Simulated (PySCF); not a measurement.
Work out the structure from these simulated measurements.

Formula: C6H6F2.

* Triplet: lowest triplet excitation (Tamm–Dancoff): 2.57 eV [TDA CAM-B3LYP/def2-SVPD]
* Rotational structure: rotational constants A, B, C: 6.513, 0.784, 0.700 GHz [PBE0-D3(BJ)/def2-SVP]
* Couplings: largest of the computed one-bond spin–spin couplings (means over like bonds): 19F–13C -377.9, 19F–13C -373.3, 13C–1H +171.4, 13C–1H +167.7, 13C–1H +166.3, 13C–1H +165.4, 13C–1H +163.9, 13C–1H +157.4 Hz [B3LYP/pcJ-1, spin–dipole term left out for some pairs]
* Valence photoelectron: vertical ionisation energy: 8.19 eV [ΔSCF CAM-B3LYP/def2-SVPD]
* 13C NMR: chemical shifts (computed TMS as zero) by class: 168.7 (1 C), 139.7 (1 C), 136.1 (1 C), 126.6 (1 C), 125.1 (1 C), 84.0 (1 C) ppm [GIAO B3LYP/pcSseg-1]
* 1H NMR: chemical shifts (computed TMS as zero) by class: 6.63 (1 H), 5.91 (1 H), 5.91 (1 H), 5.35 (1 H), 5.31 (1 H), 5.27 (1 H) ppm [GIAO B3LYP/pcSseg-1]
* Dipole: 1.19 D [CAM-B3LYP/def2-SVPD]
* Polarisability: 89.8 au [CAM-B3LYP/def2-SVPD]
* UV, first state: lowest singlet excitation: 4.94 eV (251 nm, f = 0.952) [TDDFT CAM-B3LYP/def2-SVPD]
* NMR, other nuclei: isotropic shieldings of nuclei other than C and H, by class: 256 (1 F), 257 (1 F) ppm [GIAO B3LYP/pcSseg-1]

Gas-phase values; electronic properties from PySCF, density fitting. Levels stand in brackets. Geometry: PBE0-D3(BJ)/def2-SVP, one conformer, isolated molecule. Each NMR value is the plain mean over a class of atoms that symmetry, rotation or inversion makes alike.

Q: What is the compound? Reason from the data.

A: Numbering: `[CH2:1]=[CH:2]/[CH:3]=[CH:4]\[CH:5]=[C:6]([F:7])[F:8]`. Its formula, C6H6F2, gives 3 degrees of unsaturation: 0 rings and 3 π bonds in the structure found. 6 carbons fall into 6 classes; from least to most shielded: =CF2 carbon [C6] (168.7 ppm), alkene CH carbon [C2] (139.7 ppm), alkene CH carbon [C3] (136.1 ppm), alkene CH carbon [C4] (126.6 ppm), terminal =CH2 carbon [C1] (125.1 ppm), alkene CH carbon [C5] (84.0 ppm). Hydrogen classes from least to most shielded: 1 H on an alkene CH carbon, C2 (6.63 ppm), 1 H on an alkene CH carbon, C3 (5.91 ppm), 1 H on an alkene CH carbon, C4 (5.91 ppm), 1 H on a terminal =CH2 carbon, C1 (5.35 ppm), 1 H on a terminal =CH2 carbon, C1 (5.31 ppm), 1 H on an alkene CH carbon, C5 (5.27 ppm). The other shieldings belong to: 256 ppm, vinyl fluorine [F8]; 257 ppm, vinyl fluorine [F7]. The couplings run between: -377.9 Hz, vinyl fluorine [F7] and =CF2 carbon [C6]; -373.3 Hz, vinyl fluorine [F8] and =CF2 carbon [C6]; +171.4 Hz, terminal =CH2 carbon [C1] and its hydrogen; +167.7 Hz, alkene CH carbon [C5] and its hydrogen; +166.3 Hz, terminal =CH2 carbon [C1] and its hydrogen; +165.4 Hz, alkene CH carbon [C4] and its hydrogen; +163.9 Hz, alkene CH carbon [C3] and its hydrogen; +157.4 Hz, alkene CH carbon [C2] and its hydrogen. S1 is mainly HOMO→LUMO (weight 0.98); the largest Löwdin shares of the orbital it empties are 0.18 on an alkene CH carbon, 0.17 on an alkene CH carbon, 0.16 on the terminal =CH2 carbon and 0.13 on the =CF2 carbon, of the orbital it fills 0.18 on the terminal =CH2 carbon, 0.18 on an alkene CH carbon, 0.16 on an alkene CH carbon and 0.13 on the =CF2 carbon. The optimised geometry has point group Cs and is an asymmetric top. Structure: `C(=C/C=C\C=C)(F)F`. Computed isomers that give other values at the same levels: `C=C(F)/C=C/C=C\F` (13C chemical shifts (computed TMS as zero) by class: 173.1 (1 C), 160.2 (1 C), 129.4 (1 C), 129.0 (1 C), 118.0 (1 C), 99.2 (1 C) ppm); `C=C(F)/C=C\C=C/F` (13C chemical shifts (computed TMS as zero) by class: 175.8 (1 C), 160.2 (1 C), 129.1 (1 C), 125.2 (1 C), 116.0 (1 C), 101.7 (1 C) ppm); `C=C(F)/C=C/C=C/F` (13C chemical shifts (computed TMS as zero) by class: 172.8 (1 C), 165.6 (1 C), 131.5 (1 C), 129.7 (1 C), 120.1 (1 C), 98.4 (1 C) ppm). The assignments are read from this structure; whether some other isomer fits the data as well wasn't checked.

Shape of the structure used: `[CH2:1]=[CH:2]/[CH:3]=[CH:4]\[CH:5]=[C:6]([F:7])[F:8]`: C1–C2–C3–C4 180°, C3–C4–C5–C6 180°.
